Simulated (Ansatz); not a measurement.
This geometry of ClHOZn + H4Si (9 atoms, charge 0, multiplicity 1) is a first-order saddle point.

Computed with RKS B3LYP-D4/def2-SVP in Ansatz.

```xyz
9
Properties=species:S:1:pos:R:3
Zn -0.332 -0.220 0.065
Cl 0.572 -0.130 2.304
O 0.587 -0.084 -1.465
H 0.021 -0.152 -2.246
Si -2.691 -0.528 1.002
H -3.107 -1.802 0.346
H -3.079 -0.593 2.442
H -3.412 0.619 0.375
H -0.933 -0.318 1.736
```

(1) Which two structures does it join? (They come from a converged band through this point; their orientation in space is the band's.)

(2) How far does it lie above each of them?

## Answers

(1) Bonds broken: Zn1–Cl2, Si5–H9. Bonds formed: Zn1–Si5, Cl2–H9. ClHOZn + H4Si becomes ClH + H4OSiZn.

Initial state:

```xyz
9
Properties=species:S:1:pos:R:3
Zn 0.492 -0.028 0.439
Cl 1.878 -0.038 2.033
O -0.608 0.069 -0.972
H -0.362 -0.450 -1.748
Si -2.758 -0.548 0.924
H -2.576 -1.802 0.148
H -3.731 -0.809 2.027
H -3.243 0.585 0.099
H -1.466 -0.187 1.609
```

Final state:

```xyz
9
Properties=species:S:1:pos:R:3
Zn -0.813 -0.418 -0.402
Cl 0.509 0.437 2.059
O 0.744 -0.262 -1.277
H 0.705 -0.468 -2.220
Si -2.898 -0.627 0.669
H -3.886 -1.510 -0.025
H -2.713 -1.190 2.049
H -3.556 0.705 0.857
H -0.466 0.124 2.849
```

(2) 176.6 kJ/mol above the first and 79.3 kJ/mol above the second. This is the barrier of this one path; another mechanism may lie lower. The orbitals stay closed-shell, which can raise the energy where a bond breaks towards radicals; this wasn't checked here.

Run time: 4.3 min on 2 threads of AMD EPYC 9R45 96-Core Processor (Zen 5), on a shared host, peak memory 0.27 GiB.
